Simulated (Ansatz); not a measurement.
CH3Zn (SMILES [CH3][Zn]), doublet, at a GFN2-xTB geometry (such geometries of metal compounds can be far from the true shape) (the spin is typed, not shown lowest). Base run: PBE0/6-31G* in Ansatz (an electronic-structure program).

Ansatz was given this input:
Ansatz 0.2 input:
```yaml
crystal:
  periodic: [false, false, false]
  atoms:
    - {symbol: Zn, position_ang: [-0.38392717, -0.22517148, -0.29469127]}
    - {symbol: C, position_ang: [1.19468286, 0.70067589, 0.91700364]}
    - {symbol: H, position_ang: [1.73777100, -0.07527670, 1.44514627]}
    - {symbol: H, position_ang: [0.74205525, 1.38249865, 1.62850049]}
    - {symbol: H, position_ang: [1.86989167, 1.24386721, 0.26506955]}
basis:
  gaussian:
    orbitals: 6-31G*
hamiltonian:
  xc: pbe0
magnetization: {spin_polarized: true, initial_magnetization: 1}
```

The base run was repeated with changes; each row names its change, and settings that it needs were set with it.

```csv
change,basis functions,E (Eh)
base,57,-1818.61353
basis = cc-pVTZ-DK; relativity = spin-free X2C; nucleus = Gaussian,140,-1835.50730
basis = x2c-TZVPall; relativity = spin-free X2C; nucleus = Gaussian,97,-1835.48864
basis = x2c-TZVPall; relativity = spin-free X2C,97,-1835.49634
basis = cc-pVTZ-DK; relativity = spin-free X2C,140,-1835.51617
basis = x2c-SVPall; relativity = spin-free X2C,65,-1835.13147
basis = x2c-TZVPall; relativity = none,97,-1812.40254
basis = x2c-SVPall; relativity = none,65,-1812.85231
basis = x2c-SVPall; relativity = spin-free X2C; nucleus = Gaussian,65,-1835.12434
basis = cc-pVTZ-DK; relativity = none,140,-1809.92005
```

Total energies compare only within one method and basis.

Ansatz warned in this series: the basis is contracted for relativity, which the run leaves out.

Basis sets contracted for a relativistic Hamiltonian are a mismatch without it, so the rows without relativity aren't non-relativistic limits. No row has spin-orbit coupling; sets with core potentials leave out the core electrons.
